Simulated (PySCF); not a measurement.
# Polarisability and C₆ of Cr (chromium, neutral)

[Ar] 3d5 4s1, high-spin 7S determinant. Computed with PySCF 2.14 in aug-cc-pVQZ-DK (9s8p6d4f3g2h, 140 functions), with the spin-free X2C one-electron Hamiltonian (Gaussian nucleus). Coupled (time-dependent) response in atomic units; α is the mean over directions.

| method | mean α (bohr³) | C₆ (like pair) | S(−4) |
| --- | --- | --- | --- |
| UHF | 107.0 | 975.3 | 10170 |

S(−4) is the Cauchy moment in α(ω) = α(0) + S(−4) ω² + …

Reference α: 83 ± 12 bohr³ (recommended; Schwerdtfeger and Nagle, table of static dipole polarizabilities (2023 update)). Published C₆: 602.0 (Chu and Dalgarno (2004); Tang, Norbeck and Certain (1976)).

Hartree-Fock lies above the reference because it lacks correlation, which contracts the outer shell.

α(iu) at UHF:

```tsv
u (hartree)	α(iu) (bohr³)
0	107.0
0.0500	86.93
0.100	57.53
0.200	27.35
0.300	16.29
0.500	8.508
0.750	5.196
1.00	3.685
1.50	2.246
2.00	1.547
3.00	0.8776
5.00	0.4002
```
